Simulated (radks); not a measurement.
Excited configurations of Ag37+: one electron is placed in a higher orbital outside [He] 2s2 2p5. The ground configuration is [Ne]. All-electron calculation, scalar-relativistic Kohn-Sham, SCAN, spin-polarised, spherical densities, finite nucleus; open shells are filled with parallel spins first (spin-orbit coupling, left out, can overturn this in heavy ions); meta-GGA in the generalised Kohn-Sham scheme; Fermi nuclear charge, rms radius 4.5454 fm. Program: a radial shooting solver on a logarithmic mesh with Libxc functionals. Excitation = E - E(ground); binding = E(ion) - E, where the ion is the core of charge +38; n* = 38/sqrt(2 binding) in atomic units. These energies are relativistic, and a one-electron ion of charge +38 with no core already has n* below n in this formula (scalar-relativistic equation, point nucleus: 3p 2.984, 5f 4.995, 6p 5.979, 6f 5.994, 7p 6.978). The quantum defect is therefore taken as that value minus n*, so that it holds no relativistic shift of the bare ion.

| outer orbital | excitation (eV) | binding (eV) | n* | quantum defect | eigenvalue (eV) | <r> (bohr) |
|---|---|---|---|---|---|---|
| 5f | 4837.8 | 787.44 | 4.995 | 0.000 | -777.08 | 0.8243 |
| 6p | 5057.0 | 568.25 | 5.880 | 0.099 | -562.39 | 1.339 |
| 6f | 5078.2 | 547.06 | 5.993 | 0.001 | -540.46 | 1.257 |
| 7p | 5210.0 | 415.23 | 6.879 | 0.100 | -411.07 | 1.842 |

Estimate the row for 3p.

Answer. excitation (eV) 3262.9; binding (eV) 2362.3; n* 2.884; quantum defect 0.100; eigenvalue (eV) -2334.1; <r> (bohr) 0.3030. The Delta-SCF ionisation energy is 5625.2 eV (NIST Atomic Spectra Database: 5558 eV, semi-empirical). Self-interaction in the functional shifts the binding energies and quantum defects, so they are the method's values and not measured ones. Open shells are spherical and high-spin; term and fine-structure splittings are not resolved.
